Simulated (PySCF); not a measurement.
C7H4ClFO (charge +1 and doublet state).
Numbering: `[O:1]=[C:2]1[CH+:3][CH:4][CH:5]=[CH:6][C:7]([F:8])=[C:9]1[Cl:10]` (hydrogens: H11 on C3; H12 on C4; H13 on C5; H14 on C6)

Cartesian coordinates in Å at the GFN2-xTB level; atoms count from 1:
```
atom  x, y, z in Å
O1     1.6958   -2.3114    0.2027
C2     0.9771   -1.3499    0.0419
C3    -0.4390   -1.5488   -0.2726
C4    -1.4896   -0.6841   -0.3151
C5    -1.5079    0.7069   -0.0816
C6    -0.4464    1.5526    0.1625
C7     0.9173    1.2476    0.2291
F8     1.7029    2.2966    0.4074
C9     1.5815    0.0158    0.1644
Cl10   3.2588    0.0149    0.2595
H11   -0.6464   -2.6006   -0.4471
H12   -2.4541   -1.1213   -0.5497
H13   -2.4858    1.1733   -0.1185
H14   -0.6647    2.6078    0.2948
```

The calculation used UKS B3LYP, pcH-1 on C Cl F H O, non-relativistic, mean-field spin-orbit, GIAO (PySCF 2.14.0). Isolated species at its GFN2-xTB geometry, gas phase. Couplings are sensitive to structure, and on GFN2-xTB geometries they can be far from those on DFT ones, by a factor of two or more for some ions and for spin on atoms past the first row. Stability of the SCF solution: not tested. ⟨S²⟩ is 0.781 where a pure state has 0.75.

Problem. Predict the first-order ENDOR lines of F8, H11, H13, H12, H14 and Cl10 under fast tumbling at B = 337.2 mT (X band).

Solution. ν± = |νn ± a/2|, one line for each electron-spin manifold; νn = |g_N| × 7.62259 MHz/T × B.

```csv
nuclei,isotope,g_N,νn (MHz),a_iso (MHz),lower line (MHz),upper line (MHz)
F8,19F,5.2577,13.51,2.41,12.31,14.72
H11,1H,5.5857,14.36,-17.15,5.78,22.93
H13,1H,5.5857,14.36,-13.67,7.52,21.19
H12,1H,5.5857,14.36,6.32,11.20,17.52
H14,1H,5.5857,14.36,-3.00,12.86,15.86
Cl10,35Cl,0.5479,1.41,6.80,1.99,4.81
```

Problem. Which pairs are centred on the nuclear Larmor frequency, and which on half the coupling?

Solution. Centred on νn, since |a| < 2νn: F8, H11, H13, H12 and H14. Centred on |a|/2 and split by 2νn: Cl10.

Problem. At what field would the lower line of Cl10 fall to zero frequency?

Solution. Where νn = |a|/2, that is B = 3.40 MHz/(0.5479 × 7.62259 MHz/T) = 814 mT, as far as first order holds there.

Main isotope only: 35Cl (natural samples also hold 24 % 37Cl, magnetic too, which adds its own pattern).

Largest spin populations (Mulliken): O1 (+0.33), C9 (+0.28), C3 (+0.26) and C5 (+0.20).

The SMILES draws the unpaired electron on C4; the largest computed Mulliken spin population is on O1 (0.33 against -0.12).
